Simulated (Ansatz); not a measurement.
Consider the cleavage of the Si–Si bond: `O[SiH](O)[SiH2][SiH3]` + `N[SiH2]F` → `O[SiH](O)N[SiH2]F` + disilane.

Computed with Ansatz on PBE0-D4/def2-TZVP structures; ΔE is electronic, products minus reactants. CCSD(T)/CBS adds triple-zeta CCSD(T) − MP2 to the extrapolated MP2 energy (def2 sets, frozen cores). Functionals use def2-TZVPP. One conformer a species, not always the lowest.

`O[SiH](O)[SiH2][SiH3]`:

Z-matrix (Å, degrees):
```
Si
O 1 1.648
Si 1 2.343 2 103.6
O 1 1.647 2 112.8 3 123.1
H 1 1.486 2 110.7 3 -121.9
H 2 0.959 1 117.8 3 173.6
Si 3 2.338 1 110.3 2 -45.6
H 3 1.491 1 109.5 2 -167.1
H 3 1.493 1 109.4 2 75.1
H 4 0.959 1 117.4 2 -68.0
H 7 1.488 3 111.2 1 -174.3
H 7 1.486 3 109.9 1 65.1
H 7 1.488 3 109.6 1 -54.4
```

`N[SiH2]F`:

Cartesian coordinates in Å:
```
N -0.260 -0.023 1.015
Si 0.269 0.053 -0.595
F -0.828 -0.386 -1.681
H -0.858 0.682 1.413
H -0.326 -0.895 1.513
H 1.398 -0.889 -0.758
H 0.606 1.459 -0.907
```

`O[SiH](O)N[SiH2]F`:

```xyz
12

O    -1.901   -0.542   -1.584
Si   -0.863    0.494   -0.858
O     0.563    0.738   -1.621
N    -0.468   -0.097    0.717
Si    1.082   -0.064    1.433
F     2.096   -0.971    0.572
H    -1.659   -1.468   -1.638
H    -1.561    1.788   -0.877
H     1.232    0.050   -1.592
H    -1.197   -0.570    1.231
H     1.680    1.287    1.425
H     0.997   -0.643    2.792
```

`[SiH3][SiH3]`:

```xyz
8

Si    1.071    0.078   -0.464
Si   -1.071   -0.078    0.464
H     2.036   -0.730    0.329
H     1.064   -0.428   -1.863
H     1.527    1.494   -0.471
H    -1.063    0.424    1.864
H    -1.529   -1.493    0.468
H    -2.035    0.732   -0.327
```

CCSD(T)/CBS gives -20.2 kcal/mol.

Task: Another level gave -20.7 kcal/mol. Which?
A. CCSD(T)/def2-TZVPP
B. HF/def2-TZVPP
C. SCS-MP2/def2-TZVPP
D. r2SCAN-D4/def2-TZVPP

Result: A. CCSD(T)/def2-TZVPP -20.7, r2SCAN-D4 -19.2, SCS-MP2/def2-TZVPP -22.0, HF/def2-TZVPP -23.7 kcal/mol.

Largest T1 diagnostic among the species: 0.013.

From PBE to PBE0 (25 % exact exchange), in def2-TZVPP and without D4, ΔE moves by −2.0 kcal/mol. In def2-TZVPP, CCSD(T) changes the Hartree–Fock value by +3.0 kcal/mol (the triples alone add +0.5 kcal/mol) and MP2 by +2.1 kcal/mol.
